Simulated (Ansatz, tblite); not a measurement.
Removing an electron: [SnCl3]- (SnCl₃⁻). Charge -1, multiplicity 1. Geometry: PBE-D4/def2-SVPD. Ansatz, gas phase; energy differences of separate SCF runs; the oxidised species was run as a doublet alone.

```xyz
4

Sn    0.762   -0.426    0.293
Cl   -0.361    1.268    1.819
Cl   -1.279   -1.824   -0.292
Cl    0.878    0.982   -1.820
```

In the def2 sets Sn takes a core potential; there is no spin–orbit coupling. The xTB rows come from tblite.

| level | −HOMO (eV) | vertical IE (eV) | −LUMO (eV) | HOMO–LUMO gap (eV) |
| --- | --- | --- | --- | --- |
| PBE-D4/def2-TZVPD | 2.00 | 4.52 | -2.19 | 4.19 |
| r2SCAN-D4/def2-TZVPD | 2.24 | 4.65 | -2.52 | 4.76 |
| PBE0-D4/def2-TZVPD | 2.98 | 4.74 | -2.84 | 5.82 |

(1) Estimate the rows for GFN1-xTB, GFN2-xTB.

Results:

(1) 
```csv
level,−HOMO (eV),vertical IE (eV),−LUMO (eV),HOMO–LUMO gap (eV)
GFN1-xTB,8.14,10.24,2.08,6.06
GFN2-xTB,6.82,9.27,0.94,5.88
```

 Raw xTB energy differences between charge states are shifted by several eV; the methods need an empirical correction for them.
